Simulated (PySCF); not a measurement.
# Working with the constants of BrCl⁺

UHF-CCSD(T) constants of BrCl⁺, ²Π (doublet), unpaired electrons π ↑ (basis Br cc-pVDZ-PP with ECP10, Cl cc-pV(D+d)Z; scalar-relativistic core potentials; PySCF 2.14; masses 78.9183 and 34.9689 u):

* ωe: 478.6 cm⁻¹
* ωexe: 2.23 cm⁻¹
* Be: 0.15965 cm⁻¹
* αe: 0.000875 cm⁻¹
* D (centrifugal): 7.11e-08 cm⁻¹
* De to Br⁺ + Cl: 2.35 eV

Problem. Give the vibrational terms G(v) and spacings up to v = 6.

Solution. G(v) = ωe(v+½) − ωexe(v+½)².

```csv
v,G(v) (cm⁻¹),G(v) − G(v−1),Bv (cm⁻¹)
0,238.7,,0.1592
1,712.9,474.1,0.1583
2,1182.6,469.7,0.1575
3,1647.8,465.2,0.1566
4,2108.5,460.8,0.1557
5,2564.8,456.3,0.1548
6,3016.7,451.8,0.1540
```

Problem. How well does the Morse estimate ωe²/(4ωexe) reproduce De, and what is D0?

Solution. It gives 3.18 eV, 135 % of the computed De. D0 = De − G(0) = 2.35 − 0.03 = 2.32 eV.

Correlated steps freeze 9 core orbitals. Correlated levels converge slowly with the basis: in double zeta they bind strong bonds too weakly, by up to about 1 eV, and carry superposition errors of some tenths. Spin–orbit coupling is left out. For an ion De counts to the pair picked by the measured ionisation energies or electron affinities, which need not be the lowest pair at this level. The state was picked by a PBE0 search and need not be the measured ground state.
